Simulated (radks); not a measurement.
Values are calculated unless marked as measured or tabulated.
Problem. The table gives one normalised radial function P(r) = r R(r) (large component) of Pm in [Xe] 4f5 6s2 (r in bohr). Code: a radial shooting solver on a logarithmic mesh with Libxc functionals. Model: Dirac Kohn-Sham, relativistic LDA (MacDonald-Vosko exchange, VWN5 correlation), spin-unpolarised, spherical densities, finite nucleus; open shells fill j = l - 1/2 first; Fermi nuclear charge, rms radius 4.962 fm.

r,P
0.0009565,0.0000
0.001307,0.0000
0.001785,0.0000
0.002419,0.0000
0.003305,0.0000
0.004516,0.0000
0.006169,0.0000
0.008361,0.0000
0.01142,0.0000
0.0156,0.0001
0.02115,0.0003
0.02889,0.0009
0.03947,0.0028
0.05349,0.0079
0.07308,0.0213
0.09984,0.0534
0.1364,0.1219
0.1848,0.2451
0.2525,0.4416
0.345,0.6843
0.4676,0.8895
0.6388,0.9731
0.8727,0.8960
1.183,0.7139
1.616,0.4950
2.207,0.3042
3.016,0.1684
4.087,0.0867
5.583,0.0391
7.628,0.0144
10.34,0.0041
14.12,0.0007

Which n and l does it have? It may be an empty orbital.

Solution. n = 4, l = 3: the number of nodes gives n - l - 1 = 0, the rise at small r points to l (this Dirac orbital starts outside the nucleus as r^gamma with gamma = sqrt((l + 1)^2 - (Z/c)^2) = 3.98; the j = 7/2 orbital of l + 1 starts with the same power, but with a smaller coefficient, and then steepens), and the extent must fit the shell. The curve is that of 4f7/2; the two j differ most near the nucleus, where j = l - 1/2 has the larger amplitude, and in heavy atoms j = l - 1/2 is also the more compact. 4f7/2 (empty): eigenvalue -2.086 eV, 0 radial nodes, <r> = 1.08 bohr, 90 % of the charge inside 1.92 bohr.
